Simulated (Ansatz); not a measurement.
Stepwise reaction of `N[SiH](N)O` with water, as a gas-phase model of exchange steps in deposition or etching. ΔE in kJ/mol; ΔG adds harmonic PBE0-D4 terms to CCSD(T)/CBS, at 1 bar.

Calculated with Ansatz (gas phase, PBE0-D4/def2-TZVP geometries, no zero-point term in ΔE). CBS: MP2 limit from def2 TZ/QZ plus the TZ coupled-cluster correction, frozen cores. This one scheme is used for every species. Functionals use def2-TZVPP. B3LYP here is the variant with VWN-RPA as its local correlation; programs differ in this. One conformer a species, not always the lowest.

```tsv
step	reaction	PBE-D4	B3LYP-D4	ωB97M-V	CCSD(T)/CBS	ΔG(500 K)
1	`N[SiH](N)O` + H₂O → `N[SiH](O)O` + NH₃	-42.6	-45.8	-45.4	-43.4	-41.2
```

(1) Give the row of step 2, `N[SiH](O)O` + H₂O → `O[SiH](O)O` + NH₃. (An estimate is asked.)

(2) By hand: ΔE of the 2 steps together at CCSD(T)/CBS.

Answers

(1) The calculation gave: 
```csv
step,reaction,PBE-D4,B3LYP-D4,ωB97M-V,CCSD(T)/CBS,ΔG(500 K)
2,`N[SiH](O)O` + H₂O → `O[SiH](O)O` + NH₃,-46.0,-50.1,-49.7,-47.3,-47.1
```

(2) (-43.4) + (-47.3) = -90.7 kJ/mol, or -45.3 kJ/mol a step.

In ΔE the steps differ by no more than 3.9 kJ/mol. All are downhill at CCSD(T)/CBS. ΔG lies between -47.1 and -41.2 kJ/mol a step. PBE-D4 differs from CCSD(T)/CBS by 0.8 to 1.3 kJ/mol a step. Isolated molecules leave out the surface, adducts and barriers. Largest T1 diagnostic: 0.011.
